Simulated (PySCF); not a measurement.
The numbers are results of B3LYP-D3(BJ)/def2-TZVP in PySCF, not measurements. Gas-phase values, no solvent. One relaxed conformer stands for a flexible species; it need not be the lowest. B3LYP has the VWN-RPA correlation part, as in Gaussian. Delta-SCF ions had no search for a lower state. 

Reference species (SMILES): `[H]/N=C\C=C` (C–C–C–N torsion 180°) (neutral, multiplicity 1).

- vertical ionisation energy (Delta-SCF): 10.02 eV
- HOMO: -7.50 eV

Changed species: `C(=C)=NC`.

Q: Give the shifts of the vertical ionisation energy (Delta-SCF) and HOMO.

A: the vertical ionisation energy (Delta-SCF) falls by 1.17 eV, to 8.85 eV; the HOMO goes up by 1.11 eV, to -6.39 eV.
